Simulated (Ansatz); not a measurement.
Isolated molecules relaxed with PBE0-D4/def2-TZVP in Ansatz; ΔE leaves out vibrations. CBS: MP2 limit from def2 TZ/QZ plus the TZ coupled-cluster correction, frozen cores. DFT in def2-TZVPP. For Se, Zn outer-core shells are correlated without core-valence functions, which leaves a few kJ/mol of doubt a bond. Scalar relativity is left out up to krypton. One conformer a species, not always the lowest.

Consider the formal exchange of groups at a P–Si bond: `P[SiH2][SeH]` + `[CH3][ZnH]` → `[CH3][Zn][PH2]` + `[SiH3][SeH]`.

`P[SiH2][SeH]`:

Z-matrix (Å, degrees):
```
Si
Se 1 2.282
P 1 2.247 2 109.8
H 1 1.485 2 110.7 3 -119.8
H 1 1.485 2 110.7 3 119.8
H 2 1.470 1 93.9 3 179.8
H 3 1.421 1 93.5 2 46.9
H 3 1.421 1 93.5 2 -47.0
```

`[CH3][ZnH]`:

Cartesian coordinates in Å:
```
C -0.367 -0.295 -0.529
Zn 0.638 0.514 0.922
H 0.282 -0.902 -1.166
H -1.159 -0.943 -0.145
H -0.833 0.469 -1.157
H 1.438 1.157 2.076
```

`[CH3][Zn][PH2]`:

Cartesian coordinates in Å:
```
C 0.867 0.105 1.479
Zn -0.096 0.236 -0.207
P -1.221 0.453 -2.187
H 1.942 0.008 1.304
H 0.536 -0.767 2.048
H 0.702 0.995 2.092
H -2.254 -0.424 -1.751
H -0.475 -0.606 -2.780
```

`[SiH3][SeH]`:

Cartesian coordinates in Å:
```
Si 0.068 -0.275 -0.501
Se 0.690 0.566 1.523
H -1.002 -1.295 -0.361
H 1.296 -0.901 -1.046
H -0.402 0.798 -1.413
H -0.649 1.107 1.798
```

Task: Is it downhill or uphill in electronic energy at CCSD(T)/CBS, and by how much? (An estimate is asked.)

Result: Computed: Downhill: ΔE = -34.2 kJ/mol.

Task: What do these levels give: PBE0-D4, r2SCAN0-D4, ωB97M-V, B2PLYP, r2SCANh, MP2/def2-QZVPP? (Best estimate.)

Result: The calculation gave: PBE0-D4 -27.8, r2SCAN0-D4 -30.4, ωB97M-V -30.3, B2PLYP -34.4, r2SCANh -30.6, MP2/def2-QZVPP -33.4 kJ/mol.

Largest T1 diagnostic among the species: 0.014.

The D4 term adds +7.3 kJ/mol with B3LYP and +3.8 kJ/mol with PBE0; it sums over pairs of atoms, weighted by their polarisabilities, and B3LYP, whose exchange is more repulsive, gets the larger term. Leaving LDA and LC-ωPBE aside and taking each functional with its dispersion term where it has one, the values, not all of them listed here, spread over 13.5 kJ/mol, from B2PLYP to B97M-V. LDA lies +4.5 kJ/mol from PBE without D4. In def2-TZVPP, CCSD(T) changes the Hartree–Fock value by +9.3 kJ/mol (the triples alone add +1.3 kJ/mol) and MP2 by +9.1 kJ/mol.

B3LYP here is the variant with VWN-RPA as its local correlation; programs differ in this.
